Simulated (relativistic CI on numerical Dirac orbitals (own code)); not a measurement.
# Radial parameters of La XLVIII

Calculated at this level of theory: Dirac-Coulomb-Breit CI, KLI orbitals optimised for each configuration, QED by a radiative potential, unscaled Slater integrals (own radial code, finite nucleus).

Slater integrals F^k, G^k are unscaled and averaged over j, outside the closed core 1s2; ζ comes from projecting the Hamiltonian with its Breit term on Σ l·s of the shell.

- 2s2.2p5.3s: ζ(2p) = 2.2832e+06, G^1(2p,3s) = 108470 cm⁻¹; <r>(2p) = 0.0912, <r^2>(2p) = 0.01011, <r>(3s) = 0.2492, <r^2>(3s) = 0.07077 (bohr units).
- 2s2.2p5.3p: ζ(2p) = 2.2823e+06, F^2(2p,3p) = 285130, G^0(2p,3p) = 112960, G^2(2p,3p) = 124600, ζ(3p) = 612370 cm⁻¹; <r>(2p) = 0.09125, <r^2>(2p) = 0.01012, <r>(3p) = 0.2405, <r^2>(3p) = 0.06683 (bohr units).
- 2s2.2p5.3d: ζ(2p) = 2.2842e+06, F^2(2p,3d) = 377440, G^1(2p,3d) = 358990, G^3(2p,3d) = 207770, ζ(3d) = 86507 cm⁻¹; <r>(2p) = 0.09126, <r^2>(2p) = 0.01013, <r>(3d) = 0.2101, <r^2>(3d) = 0.05076 (bohr units).

Averages of the first 10 configurations, taken without configuration mixing, which lowers the lowest level and can move excited configurations by several eV; other configurations of the list can lie among them:

```csv
Configuration,Parity,States,Average energy above the lowest level (eV)
2s2.2p6,even,1,0.1
2s2.2p5.3s,odd,12,4887.2
2s2.2p5.3p,even,36,5064.6
2s2.2p5.3d,odd,60,5240.6
2s.2p6.3s,even,4,5507.3
2s.2p6.3p,odd,12,5681.0
2s.2p6.3d,even,20,5856.7
2s2.2p5.4s,odd,12,6668.9
2s2.2p5.4p,even,36,6741.9
2s2.2p5.4d,odd,60,6810.8
```
